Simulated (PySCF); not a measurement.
Cl4V (SMILES [Cl][V]([Cl])([Cl])[Cl]), doublet, at a GFN2-xTB geometry (such geometries of metal compounds can be far from the true shape); DF-SVWN5/6-31G* (PySCF).

Here is a job for PySCF.
```python
from pyscf import gto, scf, dft

mol = gto.Mole()
mol.atom = '''
    V     0.000000    0.000000    0.000000
    Cl    1.686409   -0.390500   -1.074302
    Cl    0.631816    0.306880    1.912386
    Cl   -0.909466    1.550367   -0.959074
    Cl   -1.408760   -1.466747    0.120989
'''
mol.basis = '6-31g*'
mol.charge = 0
mol.spin = 1
mol.verbose = 4
mol.build()

mf = dft.UKS(mol)
mf.xc = 'lda,vwn'
mf = mf.density_fit(auxbasis='def2-universal-jkfit')
mf.kernel()
mf.analyze()
```

The log (banner, timings and long lists left out):

```
PySCF version 2.14.0

[INPUT] verbose = 4
[INPUT] num. atoms = 5
[INPUT] num. electrons = 91
[INPUT] charge = 0
[INPUT] spin (= nelec alpha-beta = 2S) = 1
[INPUT] symmetry False subgroup None
[INPUT] Mole.unit = angstrom
[INPUT] Symbol           X                Y                Z      unit          X                Y                Z       unit  Magmom
[...]
nuclear repulsion = 682.542134384298
number of shells = 44
number of NR pGTOs = 301
number of NR cGTOs = 106
basis = 6-31g*
ecp = {}

******** <class 'pyscf.df.df_jk.DFUKS'> ********
method = DFUKS
initial guess = minao
damping factor = 0
level_shift factor = 0
DIIS = <class 'pyscf.scf.diis.CDIIS'>
diis_start_cycle = 1
diis_space = 8
diis_damp = 0
SCF conv_tol = 1e-09
SCF conv_tol_grad = None
SCF max_cycles = 50
direct_scf = False
number electrons alpha = 46  beta = 45
XC library pyscf.dft.libxc version 7.1.2
    S. Lehtola, C. Steigemann, M. J. T. Oliveira, and M. A. L. Marques,  SoftwareX 7, 1–5 (2018)
XC functionals = lda,vwn
    P. A. M. Dirac,  Math. Proc. Cambridge Philos. Soc. 26, 376 (1930)
    F. Bloch,  Z. Phys. 57, 545 (1929)
    S. H. Vosko, L. Wilk, and M. Nusair,  Can. J. Phys. 58, 1200 (1980)
radial grids:
    Treutler-Ahlrichs [JCP 102, 346 (1995); DOI:10.1063/1.469408] (M4) radial grids

becke partition: Becke, JCP 88, 2547 (1988); DOI:10.1063/1.454033
pruning grids: <function nwchem_prune>
grids dens level: 3
symmetrized grids: False
atomic radii adjust function: <function treutler_atomic_radii_adjust>
small_rho_cutoff = 0
Set gradient conv threshold to 3.16228e-05
tot grids = 96424
init E= -2777.42488058227

cycle= 1 E= -2776.44256785111  delta_E= 0.982  |g|= 0.947  |ddm|= 2.62

cycle= 2 E= -2773.58346774987  delta_E= 2.86  |g|= 1.91  |ddm|= 5.68
cycle= 3 E= -2775.72171718257  delta_E= -2.14  |g|= 1.76  |ddm|= 5.76
cycle= 4 E= -2775.64412228259  delta_E= 0.0776  |g|= 1.83  |ddm|= 0.0585
cycle= 5 E= -2775.38966089616  delta_E= 0.254  |g|= 2.06  |ddm|= 0.231
cycle= 6 E= -2775.28705998288  delta_E= 0.103  |g|= 2.14  |ddm|= 0.0443
cycle= 7 E= -2776.31479752057  delta_E= -1.03  |g|= 1.17  |ddm|= 0.481
cycle= 8 E= -2776.74319753894  delta_E= -0.428  |g|= 0.373  |ddm|= 1.28
cycle= 9 E= -2776.78857806265  delta_E= -0.0454  |g|= 0.145  |ddm|=  1.2
cycle= 10 E= -2776.79154244572  delta_E= -0.00296  |g|= 0.15  |ddm|= 1.23
cycle= 11 E= -2776.80152272566  delta_E= -0.00998  |g|= 0.0764  |ddm|= 0.654
cycle= 12 E= -2776.80278396955  delta_E= -0.00126  |g|= 0.0551  |ddm|= 0.708
[...]
SCF not converged.
Total Energy =                       -2776.799570182694424
[...]
spin_pop of  2 Cl 3px       0.03591
spin_pop of  2 Cl 3py      -0.01418
spin_pop of  2 Cl 3pz      -0.01263
spin_pop of  2 Cl 4px       0.00002
spin_pop of  2 Cl 4py       0.00001
spin_pop of  2 Cl 4pz       0.00003
spin_pop of  2 Cl 3dxy      0.00000
spin_pop of  2 Cl 3dyz      0.00009
spin_pop of  2 Cl 3dz^2     0.00016
spin_pop of  2 Cl 3dxz      0.00042
spin_pop of  2 Cl 3dx2-y2    0.00003
spin_pop of  3 Cl 1s       -0.00000
spin_pop of  3 Cl 2s        0.00000
spin_pop of  3 Cl 3s        0.00021
spin_pop of  3 Cl 4s        0.00005
spin_pop of  3 Cl 2px       0.00000
spin_pop of  3 Cl 2py       0.00000
spin_pop of  3 Cl 2pz      -0.00000
spin_pop of  3 Cl 3px       0.02025
spin_pop of  3 Cl 3py       0.00675
spin_pop of  3 Cl 3pz      -0.01745
spin_pop of  3 Cl 4px       0.00002
spin_pop of  3 Cl 4py       0.00003
spin_pop of  3 Cl 4pz       0.00001
spin_pop of  3 Cl 3dxy      0.00009
spin_pop of  3 Cl 3dyz      0.00004
spin_pop of  3 Cl 3dz^2     0.00005
spin_pop of  3 Cl 3dxz      0.00013
spin_pop of  3 Cl 3dx2-y2    0.00041
spin_pop of  4 Cl 1s       -0.00000
spin_pop of  4 Cl 2s        0.00000
spin_pop of  4 Cl 3s        0.00022
spin_pop of  4 Cl 4s        0.00005
spin_pop of  4 Cl 2px       0.00000
spin_pop of  4 Cl 2py       0.00000
spin_pop of  4 Cl 2pz      -0.00000
spin_pop of  4 Cl 3px       0.01074
spin_pop of  4 Cl 3py       0.01120
spin_pop of  4 Cl 3pz      -0.01234
spin_pop of  4 Cl 4px       0.00002
spin_pop of  4 Cl 4py       0.00003
spin_pop of  4 Cl 4pz       0.00001
spin_pop of  4 Cl 3dxy      0.00001
spin_pop of  4 Cl 3dyz      0.00009
spin_pop of  4 Cl 3dz^2     0.00000
spin_pop of  4 Cl 3dxz      0.00002
spin_pop of  4 Cl 3dx2-y2    0.00059
 ** Mulliken Spin Density (per atom)  **
spin density of  0 V =      0.95860
spin density of  1 Cl =      0.01004
spin density of  2 Cl =      0.01013
spin density of  3 Cl =      0.01059
spin density of  4 Cl =      0.01064
 ** Mulliken pop alpha/beta on meta-lowdin orthogonal AOs **
 ** Mulliken pop       alpha | beta **
In total            46.00000 | 45.00000
 ** Mulliken atomic charges   ( Nelec_alpha | Nelec_beta ) **
charge of  0V =      0.92887  (    11.51486     10.55627 )
charge of  1Cl =     -0.23212  (     8.62108      8.61104 )
charge of  2Cl =     -0.22737  (     8.61875      8.60862 )
charge of  3Cl =     -0.23790  (     8.62425      8.61365 )
charge of  4Cl =     -0.23148  (     8.62106      8.61042 )
Dipole moment(X, Y, Z, Debye):  0.04035, -0.04570,  0.07740
```

The run did not converge; its last values are not results.
